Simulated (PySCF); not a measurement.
**Steps of a relaxation of Pb(CH3)2**

Pb(CH3)2 (singlet). PySCF 2.14.0, RKS TPSS, Pb def2-SVP with ECP60, C def2-SVP, H def2-SVP; non-relativistic Hamiltonian with scalar-relativistic core potentials where named; density fitting; no spin-orbit coupling. Origin of the start: template. Columns: position (Å) and force (eV/Å). Energies are counted from the last step; some of the 12 steps are shown. Forces carry noise of the integration grid, about 0.01 to 0.03 eV/Å.

Run from Python with OMP_NUM_THREADS=2. Where DIIS fails, smearing, a level shift and second-order steps follow.
It took 38 s on 2 threads of Arm Neoverse V1 (shared host), from the converged density of the start.

```xyz
9
step 0  E = 0.774 eV
Pb    0.0000    0.0000   -0.1287     0.00    0.00   -1.66
C     2.2112    0.0000    0.8609    -0.95    0.00    0.62
H     2.9626    0.0000    0.0712     0.00    0.00   -0.60
H     2.3329    0.8900    1.4783     0.16    0.37    0.40
H     2.3329   -0.8900    1.4783     0.16   -0.37    0.40
C    -2.2112    0.0000    0.8609     0.95    0.00    0.62
H    -2.9626    0.0000    0.0712     0.00    0.00   -0.60
H    -2.3329   -0.8900    1.4783    -0.16   -0.37    0.40
H    -2.3329    0.8900    1.4783    -0.16    0.37    0.40
```

```xyz
9
step 4  E = 0.103 eV
Pb    0.0000    0.0000   -0.5951     0.00    0.00    0.23
C     1.8545    0.0000    0.8750     0.19    0.00   -0.08
H     2.7314    0.0000    0.1896    -0.11    0.00    0.23
H     1.9220    0.8962    1.5287    -0.14   -0.09   -0.13
H     1.9220   -0.8962    1.5287    -0.14    0.09   -0.13
C    -1.8545    0.0000    0.8750    -0.19    0.00   -0.08
H    -2.7314    0.0000    0.1896     0.11    0.00    0.23
H    -1.9220   -0.8962    1.5287     0.14    0.09   -0.13
H    -1.9220    0.8962    1.5287     0.14   -0.09   -0.13
```

```xyz
9
step 7  E = 0.004 eV
Pb    0.0000    0.0000   -0.7555     0.00    0.00   -0.03
C     1.6955    0.0000    0.8505     0.07    0.00   -0.04
H     2.6882    0.0000    0.3621    -0.05    0.00    0.09
H     1.6006    0.8954    1.4947     0.00   -0.02   -0.02
H     1.6006   -0.8954    1.4947     0.00    0.02   -0.02
C    -1.6955    0.0000    0.8505    -0.07    0.00   -0.04
H    -2.6882    0.0000    0.3621     0.05    0.00    0.09
H    -1.6006   -0.8954    1.4947     0.00    0.02   -0.02
H    -1.6006    0.8954    1.4947     0.00   -0.02   -0.02
```

**Question.** Where does the relaxation end?

**Answer.** It converges at step 11 in C2v:
```xyz
9
step 11  E = 0
Pb    0.0000    0.0000   -0.7902
C     1.6710    0.0000    0.8438
H     2.6840    0.0000    0.4060
H     1.5480    0.8936    1.4849
H     1.5480   -0.8936    1.4849
C    -1.6710    0.0000    0.8438
H    -2.6840    0.0000    0.4060
H    -1.5480   -0.8936    1.4849
H    -1.5480    0.8936    1.4849
```

**Question.** How did the contacts change?

**Answer.** 
```csv
contact,start (Å),end (Å)
Pb1–C2 (CH3),2.423,2.337
Pb1–C6 (CH3),2.423,2.337
```


No frequency check is given that shows the relaxed geometry to be a minimum.
